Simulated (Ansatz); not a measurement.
`CCOBF` + `CC[O][Zr]([OH])([OH])[O]CC` → `CC[O][Zr]([OH])([O]CC)[O]CC` + `OBF`  (substitution at a C–O bond)

Calculated with Ansatz (gas phase, PBE0-D4/def2-TZVP geometries, no zero-point term in ΔE). CCSD(T)/CBS adds triple-zeta CCSD(T) − MP2 to the extrapolated MP2 energy (def2 sets, frozen cores). This one scheme is used for every species. DFT in def2-TZVPP. B3LYP here is the variant with VWN-RPA as its local correlation; programs differ in this. def2 core potentials past Kr. For Zr outer-core shells are correlated without core-valence functions, which leaves a few kJ/mol of doubt a bond. Each species was taken in one conformer, which may not be the lowest.

```tsv
level	ΔE (kcal/mol)
r2SCAN-D4	-2.0
r2SCANh-D4	-2.0
B3LYP	-1.3
CCSD/def2-TZVPP	-2.5
```

(1) What does CCSD(T)/CBS give? (Estimate.)

Largest T1 diagnostic among the species: 0.015.

Results:

(1) Computed: -2.2 kcal/mol. The listed levels differ from it by 0.2, 0.2, 0.9, -0.3 kcal/mol.

At CCSD(T), def2-SVP lies −2.4 kcal/mol from the extrapolated value and def2-TZVPP −0.8 kcal/mol. The D4 term adds −1.1 kcal/mol with B3LYP and −0.8 kcal/mol with PBE0; it sums over pairs of atoms, weighted by their polarisabilities, and B3LYP, whose exchange is more repulsive, gets the larger term.
